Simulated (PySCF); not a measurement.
**Ge2(Br)4**

Cartesian coordinates in Å; atom numbers follow the order of the lines, from 1:
```xyz
6

Ge    1.2801    1.1467    0.9387
Br    3.2809   -0.0163    0.5331
Br   -0.2460   -0.9966    1.5126
Ge   -1.3096   -1.1511   -0.9477
Br   -3.2692    0.0649   -0.4963
Br    0.2638    0.9524   -1.5404
```

Theory: PySCF 2.14.0, GIAO PBE/def2-SVP magnetisability, rotational g tensor and spin-rotation constants, non-relativistic, gas phase. Geometry: GFN2-xTB.

The calculation is non-relativistic, which matters for the atoms heavier than Zn.

(1) How diamagnetic is it, and how anisotropic?

(2) Split it along the inertial axes a, b, c into diamagnetic and paramagnetic parts about the centre of mass, with the quadrupole moment.

(3) And the rotational g tensor?

Results:

(1) Isotropic -2302 × 10⁻³⁰ J/T², or -138.6 × 10⁻⁶ cm³/mol; principal values -2387, -2358, -2160 × 10⁻³⁰ J/T², anisotropy 214 × 10⁻³⁰ J/T² (root of half the summed squared differences of the principal values). The susceptibility is in cgs units.

(2) 
| axis | χ (10⁻⁶ cm³/mol) | diamagnetic (10⁻⁶ cm³/mol) | paramagnetic (10⁻⁶ cm³/mol) | summed x² of all electrons (Å²) | quadrupole Θ (D Å) |
| --- | --- | --- | --- | --- | --- |
| a | -133.4 | -1611.6 | 1478.2 | 939.5 | -5.47 |
| b | -143.8 | -4508.6 | 4364.8 | 256.6 | -1.49 |
| c | -138.7 | -5074.6 | 4935.8 | 123.2 | +6.96 |

Anisotropies 2χaa − χbb − χcc = +15.7 and 2χbb − χaa − χcc = -15.4 × 10⁻⁶ cm³/mol. Θ is traceless in Buckingham's convention.

(3) 
| axis | rotational constant (GHz) | g | nuclear part | electronic part |
| --- | --- | --- | --- | --- |
| a | 0.6630 | -0.0164 | 0.4441 | -0.4604 |
| b | 0.2188 | -0.0046 | 0.4441 | -0.4486 |
| c | 0.1941 | -0.0050 | 0.4451 | -0.4501 |

Asymmetric top; isotopes 79Br, 74Ge; no vibrational averaging.
